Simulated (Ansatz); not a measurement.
C2H6GaO2, SMILES `C[O][Ga][O]C` radical, one more setting.

```yaml
crystal:
  periodic: [false, false, false]
  atoms:
    - {symbol: C, position_ang: [-0.898433, -0.841010, 1.979988]}
    - {symbol: O, position_ang: [0.325192, -1.406531, 1.558802]}
    - {symbol: Ga, position_ang: [1.142909, -0.869320, 0.058707]}
    - {symbol: O, position_ang: [0.261443, 0.430844, -0.828657]}
    - {symbol: C, position_ang: [0.649874, 1.053674, -2.023673]}
    - {symbol: H, position_ang: [-0.773735, -0.400123, 2.974981]}
    - {symbol: H, position_ang: [-1.269889, -0.061983, 1.305281]}
    - {symbol: H, position_ang: [-1.659762, -1.625720, 2.047588]}
    - {symbol: H, position_ang: [-0.124206, 1.778127, -2.295777]}
    - {symbol: H, position_ang: [0.750011, 0.344270, -2.853788]}
    - {symbol: H, position_ang: [1.596594, 1.597773, -1.923454]}
basis:
  gaussian: {orbitals: def2-TZVPP}
magnetization: {spin_polarized: true, initial_magnetization: 3}
hamiltonian: {xc: {name: B2PLYP}}
accuracy: high
output: {forces: true}
```

```sh
$ ansatz run in.yaml --threads 2 --pin off --events-out ev --progress --plain --max-ram 31744MiB --backend cpu
```

Output, abridged:

```
Functional definition: B2PLYP
4552 factors; integrals over basis functions are off by at most 3.8e-8 eV
mean field evaluation 1: about -58606.9510 eV, gradient 4.1e1 eV
mean field evaluation 2: about -58607.0760 eV, gradient 4.0e1 eV
mean field evaluation 4: about -58616.0277 eV, gradient 1.7e1 eV
mean field evaluation 8: about -58617.2308 eV, gradient 8.9e-1 eV
mean field evaluation 16: about -58617.3997 eV, gradient 2.9e0 eV
mean field evaluation 32: about -58617.2999 eV, gradient 9.6e-1 eV
mean field evaluation 64: about -58617.4544 eV, gradient 4.1e-1 eV
mean field -58617.45733611 eV, -2154.1518247623 hartree, gradient 4.4e-8 eV, S^2 3.760477; 6 other end points of the search recorded, 0 dependent functions left out
13 core orbitals not correlated: weight in the atoms' cores, before any rotation towards them, 1.000 or more for the frozen orbitals, at most 0.000 for the correlated occupied ones
reference -58617.45736479 eV, -2154.1518258165 hartree; 21, 18 occupied and 222, 225 virtual orbitals, 4552 factors
second order -32.41217997 eV of doubles, -0.00000000 eV of singles
Total energy: -58626.20865339 eV, -2154.4734297405 hartree
Atom 0 at    -0.898433    -0.841010     1.979988 Å, force     0.019699     0.504583    -0.665768 eV/Å
Atom 1 at     0.325192    -1.406531     1.558802 Å, force    -3.122775    -0.608821     3.800354 eV/Å
Atom 2 at     1.142909    -0.869320     0.058707 Å, force     3.066157     0.386230    -3.449976 eV/Å
Atom 3 at     0.261443     0.430844    -0.828657 Å, force    -0.770881     0.608791    -0.073112 eV/Å
Atom 4 at     0.649874     1.053674    -2.023673 Å, force    -0.112119     0.146059    -0.106234 eV/Å
Atom 5 at    -0.773735    -0.400123     2.974981 Å, force     0.220620    -0.346006     0.139167 eV/Å
Atom 6 at    -1.269889    -0.061983     1.305281 Å, force     0.324237    -0.205363    -0.044534 eV/Å
Atom 7 at    -1.659762    -1.625720     2.047588 Å, force     0.276282    -0.271801     0.194441 eV/Å
Atom 8 at    -0.124206     1.778127    -2.295777 Å, force     0.084113    -0.073343     0.026660 eV/Å
Atom 9 at     0.750011     0.344270    -2.853788 Å, force     0.029266    -0.035289     0.115551 eV/Å
Atom 10 at     1.596594     1.597773    -1.923454 Å, force    -0.014600    -0.105041     0.063451 eV/Å
Dipole moment:    -0.691937     0.038888     0.611588 e Å
```

It took 3.4 min on 2 threads of an AMD EPYC 7R13 on a shared host, with 2.5 GiB of host memory at the peak.
